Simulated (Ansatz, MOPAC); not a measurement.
Diatomic Hg2++, closed-shell singlet (lowest of 2S+1 = 1, 3 at CCSD(T)/def2-TZVPP on PBE0 minima; our sources give no spin for the ground state, which may be another). No spin–orbit coupling.

Constants: fifth-degree fit in 1/R to seven points, most abundant isotopes. In def2 and cc sets the state is the lowest found near the PBE0 minimum, followed along R. The singlet is held restricted. HF and MP2 rows in def2 and cc sets belong to the determinant that coupled cluster picked by its CCSD energy.

Correlated levels freeze the inner cores; with def2 sets outer-core shells near the valence are correlated too. CBS: X⁻³ extrapolation of the correlation energy, Hartree–Fock from the larger set. The state that AM1 reach isn't checked.

Codes used: Ansatz (Gaussian basis) for Hartree–Fock, density functionals and correlated methods; MOPAC for AM1 (differences of heats of formation). Each number belongs to the level named beside it. In def2 rows elements past Kr take small-core potentials, without spin–orbit coupling.

```json
[
 {"level": "AM1", "r_e (Å)": "2.608", "ω_e (cm⁻¹)": "?", "ω_e x_e (cm⁻¹)": "0.15"},
 {"level": "B97M-V/def2-TZVPP", "r_e (Å)": "2.733", "ω_e (cm⁻¹)": "110", "ω_e x_e (cm⁻¹)": "0.42"},
 {"level": "PBE0/def2-TZVPP", "r_e (Å)": "2.661", "ω_e (cm⁻¹)": "130", "ω_e x_e (cm⁻¹)": "0.39"},
 {"level": "CAM-B3LYP/def2-TZVPP", "r_e (Å)": "2.651", "ω_e (cm⁻¹)": "138", "ω_e x_e (cm⁻¹)": "0.35"},
 {"level": "SCS-MP2/def2-TZVPP", "r_e (Å)": "2.587", "ω_e (cm⁻¹)": "151", "ω_e x_e (cm⁻¹)": "0.41"},
 {"level": "CCSD/def2-QZVPP", "r_e (Å)": "2.613", "ω_e (cm⁻¹)": "145", "ω_e x_e (cm⁻¹)": "0.36"},
 {"level": "CCSD(T)/def2-TZVPP", "r_e (Å)": "2.630", "ω_e (cm⁻¹)": "135", "ω_e x_e (cm⁻¹)": "0.53"},
 {"level": "CCSD(T)/CBS(def2-TZVPP, def2-QZVPP)", "r_e (Å)": "?", "ω_e (cm⁻¹)": "?", "ω_e x_e (cm⁻¹)": "0.39"}
]
```

### Question
What belongs in the gaps?

### Answer

- CCSD(T)/CBS(def2-TZVPP, def2-QZVPP), r_e (Å): 2.610
- CCSD(T)/CBS(def2-TZVPP, def2-QZVPP), ω_e (cm⁻¹): 144
- AM1, ω_e (cm⁻¹): 105

Ansatz is an electronic-structure program.
